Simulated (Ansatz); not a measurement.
Frontier orbitals of C₃H₃ClFInO₂, SMILES `[F][In-]1([Cl])[O]C=CC=[O+]1`.

Total charge 0; spin multiplicity 1. Correlated methods include outer-core shells of In, which these sets cover unevenly. In: def2 effective core potential. The geometry is a stationary point of PBE0-D4/def2-TZVP. Basis def2-TZVPP, the Gaussian-basis code of Ansatz.

A caution on the coupled-cluster cation, which keeps the state that its UHF reference found: spin contamination of the cation.

Q: Compute the vertical ionisation energy as the energy of the cation minus that of the neutral molecule, at each level. (An estimate is asked.)

A: The calculation gave: 
```
               level  IE (eV)  difference from CCSD(T)/def2-TZVPP
   PBE-D4/def2-TZVPP     9.77                               -0.20
r2SCAN-D4/def2-TZVPP     9.88                               -0.10
  PBE0-D4/def2-TZVPP    10.01                                0.04
 B3LYP-D4/def2-TZVPP    10.04                                0.06
  ωB97X-V/def2-TZVPP    10.02                                0.05
  ωB97M-V/def2-TZVPP    10.02                                0.04
   B2PLYP/def2-TZVPP    10.04                                0.06
       HF/def2-TZVPP     8.82                               -1.16
      MP2/def2-TZVPP    10.50                                0.53
     CCSD/def2-TZVPP     9.87                               -0.10
  CCSD(T)/def2-TZVPP     9.98                                0.00
       HF/def2-QZVPP     8.81                               -1.17
      MP2/def2-QZVPP    10.61                                0.63
```

B3LYP here is the variant with VWN-RPA as its local correlation; programs differ in this.
